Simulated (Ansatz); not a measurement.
(SnTe)n off: binding per atom (eV) at several levels, gas phase, relaxed structures; Ansatz. Clusters are the lowest isomers that short searches found in that spin, judged at the geometry's level. Core potentials for Sn, Te in the def2 sets, no spin–orbit coupling. Binding counts from free atoms in the multiplicity of their measured ground term, without zero-point energy. Singlets are spin-restricted. The structures are stationary points that may keep the symmetry of their start.

```tsv
species	state	geometry	PBE-D4/def2-SVP	PBE-D4/def2-TZVP	r2SCAN-D4/def2-TZVP	PBE0-D4/def2-SVP	PBE0-D4/def2-TZVP
Sn2Te	singlet	r2SCAN-D4/def2-SVP	2.33	2.34	2.19	2.18	2.20
Sn2Te3	singlet	PBE0-D4/def2-SVP	2.69	2.72	2.53	2.53	2.57
```

Question: Estimate the rows for Sn4Te3 (singlet, r2SCAN-D4/def2-SVP geometry).

Answer: 
```
species    state            geometry  PBE-D4/def2-SVP  PBE-D4/def2-TZVP  r2SCAN-D4/def2-TZVP  PBE0-D4/def2-SVP  PBE0-D4/def2-TZVP
 Sn4Te3  singlet  r2SCAN-D4/def2-SVP             2.95              2.96                 2.77              2.79               2.82
```
